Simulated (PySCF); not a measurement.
**Electron correlation in Tc⁻ (technetium, charge -1)**

[Kr] 4d6 5s2, high-spin 5D determinant. Computed with PySCF 2.14 in aug-cc-pVDZ-PP with ECP28MDF, with scalar relativity through the core potential. Frozen: 4s2 4p6; 8 electrons correlated.

| level | correlation energy (mhartree) |
| --- | --- |
| CCSD | -151.13 |
| (T) | -7.47 |
| CCSD(T) | -158.60 |

Diagnostics: T1 = 0.097, D1 = 0.3759, largest double amplitude 0.086.

T1 exceeds 0.03, a sign that the reference determinant is poor.

Cost of the coupled-cluster step: of the order of 2.5 core-seconds, for 8 correlated electrons.
